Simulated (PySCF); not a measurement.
C2H3O2, SMILES CO[C]=O, multiplicity 2.

Coordinates come from a B3LYP-D3(BJ)/def2-SVP optimisation. The isomer is the one that the SMILES or the coordinates give; other isomers of the formula were not compared. One conformer was computed; it need not be the lowest.

These are B3LYP-D3(BJ)/def2-SVP in PySCF values and carry that method's errors.

Harmonic, unscaled wavenumbers; measured fundamentals usually lie a few per cent lower.

| mode | ν (cm⁻¹) | IR (km/mol) | moving atoms (share of kinetic energy) |
|---|---|---|---|
| 1 | 96 | 0.1 | H 92 % |
| 2 | 272 | 9.2 | O 48 %, C 33 %, H 19 % |
| 3 | 386 | 4.7 | C 58 %, O 36 % |
| 4 | 766 | 2.9 | O 57 %, C 32 %, H 12 % |
| 5 | 914 | 29.7 | C 57 %, O 36 % |
| 6 | 1147 | 0.9 | H 78 %, C 17 % |
| 7 | 1164 | 50.5 | H 47 %, C 40 %, O 13 % |
| 8 | 1206 | 131.3 | O 45 %, C 30 %, H 25 % |
| 9 | 1444 | 0.7 | H 84 %, C 11 % |
| 10 | 1457 | 10.1 | H 96 % |
| 11 | 1463 | 11.3 | H 96 % |
| 12 | 1885 | 306.2 | C 61 %, O 38 % |
| 13 | 3051 | 14.5 | H 98 % |
| 14 | 3148 | 11.9 | H 90 %, C 10 % |
| 15 | 3189 | 5.7 | H 90 %, C 10 % |
